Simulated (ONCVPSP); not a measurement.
## Scattering properties, ONCV potential for Sn (Z = 50)

```json
{"Element": "Sn (Z = 50)", "Generator": "ONCVPSP 4.0.1", "Type": "optimised norm-conserving Vanderbilt (ONCV)", "Functional": "PBEsol", "Relativity": "scalar-relativistic", "Frozen core": "[Kr] 4d10", "Valence charge": "4", "Reference configuration": "5s2 5p2", "Partial waves": "5s: rc 1.70 bohr, ncon 3, nbas 6, qcut 3.1 1/bohr, 2 projectors, debl 3.6 Ha; 5p: rc 2.70 bohr, ncon 4, nbas 8, qcut 3.6 1/bohr, 2 projectors, debl 2.9 Ha", "Local potential": "polynomial inside 1.05 bohr (lpopt 2, dvloc0 0 Ha)", "Core correction": "Teter function fitted to the true core (icmod 2), fcfact 0.25"}
```

The phase is arctan(r·R′/R) of the radial function R(r), unwrapped; energies in Ha, scanned from -2 to 5 Ha. A pole is an energy at which the radial function vanishes at the test radius. The pseudo phase is shifted by a multiple of π to meet the all-electron one at the reference energy, and phase errors are pseudo minus all-electron; the curves can meet again beyond the range given. Levels narrower than the energy grid can be missing from the lists of poles. n/a: not evaluated, since a narrow level or a reset projector energy made the automatic matching unsafe.

A narrow feature of the pseudo curve, probably an extra level, lies near 0.22 Ha in the s channel; the grid steps over it, so the window and error are not given (n/a).

**Question.** For each channel, where are the poles, and over which energies does the pseudopotential scatter like the atom?

**Answer.**

```tsv
channel	radius (bohr)	reference energy (Ha)	poles, all-electron	poles, pseudo	unbroken range about the reference energy with phases within 0.05 rad	phase error 1 Ha above the reference energy (rad)
s	1.73	-0.39	3.66	3.66	n/a	n/a
p	2.74	-0.14	0.73, 4.56	0.72, 4.65	below 2.0	-0.003
```

Note: no bound ghost flagged; GHOST(+) flagged for s at 8.4 eV, p at 74.8 eV.

Phases in the s channel:

```tsv
E (Ha)	all-electron	pseudo
-1.98	1.047	1.026
-1.80	0.994	0.975
-1.62	0.930	0.911
-1.44	0.848	0.832
-1.26	0.745	0.730
-1.08	0.612	0.599
-0.90	0.440	0.431
-0.72	0.225	0.220
-0.54	-0.026	-0.027
-0.36	-0.287	-0.287
-0.18	-0.526	-0.528
0.00	-0.724	-0.734
0.18	-0.881	-0.914
0.36	-1.002	-4.027
0.54	-1.096	-4.214
0.72	-1.171	-4.299
0.90	-1.230	-4.364
1.08	-1.279	-4.415
1.26	-1.320	-4.458
1.44	-1.355	-4.494
1.62	-1.384	-4.524
1.80	-1.410	-4.551
1.98	-1.433	-4.574
2.16	-1.453	-4.595
2.34	-1.472	-4.613
2.52	-1.488	-4.630
2.70	-1.504	-4.645
2.88	-1.518	-4.660
3.06	-1.531	-4.673
3.24	-1.544	-4.685
3.42	-1.556	-4.697
3.60	-1.567	-4.709
3.78	-1.578	-4.720
3.96	-1.589	-4.731
4.14	-1.600	-4.742
4.32	-1.611	-4.753
4.50	-1.621	-4.764
4.68	-1.632	-4.775
4.86	-1.643	-4.787
```
